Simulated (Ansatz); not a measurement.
Born–Oppenheimer molecular dynamics of C$_{3}$H$_{4}$Al (8 atoms, charge 0, multiplicity 2). It starts at the highest image of a converged band. Of that band: Beside the main top the profile has a ripple of under 15 meV (maxima at images 1, 3), which may be a very shallow well or noise. Neighbouring images differ by up to 2.2 eV, so the band resolves the path poorly. A vibrational analysis at the climbing image gives one clearly imaginary mode, 1286i cm⁻¹: a first-order saddle point.

These are results of Ansatz 0.2.0, UKS r2SCANh/def2-SVP, not measurements.

```json
{
 "ensemble": "NVE (velocity Verlet)",
 "time step": "0.5 fs",
 "steps asked": "200",
 "starting velocities drawn for": "300 K",
 "seed": "6073"
}
```

First frame:

```xyz
8
Properties=species:S:1:pos:R:3
C 2.709 -0.178 0.789
C 1.569 -0.276 0.356
Al -0.156 -0.548 -0.406
C -1.662 0.542 -0.689
H 3.705 -0.079 1.180
H -1.983 1.407 -0.087
H -2.463 0.177 -1.344
H -1.627 -1.100 0.146
```

Problem. How far do the bonds stretch over the last three quarters of this one trajectory? (Pairs bonded in most of those frames.)

Solution. 
| bond | mean (Å) | spread (Å) | shortest | longest |
| --- | --- | --- | --- | --- |
| C1–C2 | 1.228 | 0.028 | 1.18 | 1.27 |
| C1–H5 | 1.076 | 0.017 | 1.05 | 1.11 |
| C2–Al3 | 1.911 | 0.050 | 1.83 | 2.00 |
| Al3–C4 | 1.987 | 0.107 | 1.79 | 2.13 |
| Al3–H8 | 1.641 | 0.051 | 1.55 | 1.74 |
| C4–H6 | 1.104 | 0.009 | 1.09 | 1.12 |
| C4–H7 | 1.103 | 0.009 | 1.09 | 1.12 |

Mean temperature of the second half: 1153 K. The conserved energy stayed within 0.18 meV per atom of its start (net change 0.056 meV per atom), so the integration is sound. The kinetic energy rose, since the run started high on the potential surface and went downhill. A run of 0.1 ps of so small a system gives no equilibrium averages.

The run took 7.6 min on 2 threads of AMD EPYC 9R14 (Zen 4), on a shared host, peak memory 0.26 GiB.
